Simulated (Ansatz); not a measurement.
This geometry of a periodic cell of 31 atoms, Al$_{30}$Si (host Al, host structure fcc, dopant Si, one Al atom removed) is a first-order saddle point.

Computed with DFT PBE, scalar-relativistic, plane waves, PAW (Ansatz 0.2.0). Settings: PAW set soft_1, cutoff 420 eV, k mesh 2x2x2, fermi-dirac smearing 0.15 eV, no spin polarisation.

```xyz
31
Lattice="8.1000 0.0000 0.0000 0.0000 8.1000 0.0000 0.0000 0.0000 8.1000" Properties=species:S:1:pos:R:3
Si 2.895 -0.001 -0.872
Al 6.073 2.009 0.009
Al 6.069 0.000 1.998
Al 0.096 0.000 -0.089
Al 1.982 2.190 0.040
Al 4.065 4.051 -0.007
Al 6.073 6.091 0.009
Al 2.110 0.000 1.926
Al 4.075 2.047 2.009
Al 6.092 4.051 2.030
Al 4.009 0.001 4.059
Al 6.068 2.051 4.054
Al 6.063 0.001 6.113
Al -0.067 4.049 0.006
Al 1.979 5.908 0.042
Al 0.007 2.021 2.015
Al 2.016 4.049 2.089
Al 4.075 6.054 2.008
Al 0.024 0.000 4.053
Al 2.013 2.009 4.049
Al 4.065 4.050 4.035
Al 6.068 6.050 4.054
Al 4.050 2.054 6.071
Al 6.086 4.051 6.057
Al 0.005 6.078 2.016
Al -0.008 4.051 4.030
Al 2.013 6.091 4.049
Al 0.012 2.047 6.047
Al 2.029 4.051 6.057
Al 4.049 6.048 6.073
Al 0.014 6.054 6.047
```

Q: Which two structures does it join? (They come from a converged band through this point; their orientation in space is the band's.)

A: The atom that moves furthest is Si1, by 2.96 Å; four of its nearest neighbours are Al3 2.78, Al18 2.82, Al7 2.82, Al9 2.83 Å at the first end and Al19 2.78, Al28 2.82, Al31 2.82, Al20 2.82 Å at the last.

Image 0:

```xyz
31
Lattice="8.1000 0.0000 0.0000 0.0000 8.1000 0.0000 0.0000 0.0000 8.1000" Properties=species:S:1:pos:R:3
Si 4.086 -0.005 0.039
Al 6.052 2.027 0.014
Al 6.048 0.001 2.001
Al -0.021 0.000 0.011
Al 2.045 1.982 -0.007
Al 4.058 4.050 0.008
Al 6.052 6.072 0.012
Al 2.037 0.002 2.008
Al 4.060 2.026 2.003
Al 6.054 4.050 2.008
Al 4.062 0.001 4.032
Al 6.055 2.032 4.035
Al 6.057 -0.001 6.092
Al -0.016 4.050 0.013
Al 2.047 6.122 -0.010
Al -0.017 2.032 2.007
Al 2.027 4.053 1.997
Al 4.060 6.073 2.004
Al -0.010 0.003 4.043
Al 2.036 2.019 4.046
Al 4.062 4.050 4.037
Al 6.055 6.070 4.033
Al 4.042 1.978 6.101
Al 6.048 4.049 6.078
Al -0.020 6.072 2.006
Al -0.010 4.052 4.041
Al 2.035 6.084 4.044
Al -0.008 2.018 6.085
Al 2.039 4.051 6.091
Al 4.043 6.117 6.096
Al -0.008 6.084 6.085
```

Image 8:

Only the atoms that move by more than 0.05 Å are listed.
```
Si1 1.993 0.000 -2.057
```

Q: How far does it lie above each of them?

A: 0.60 eV above the first and 0.60 eV above the second. This is the barrier of this one path; another mechanism may lie lower. Limits of this set-up: coarse k mesh, no spin, though dangling bonds at a vacancy may carry it, a small cell, in which the defect meets its images.

Time of the run: 9.4 min on 2 threads of Arm Neoverse V1, with other jobs on the host, peak memory 2.3 GiB.
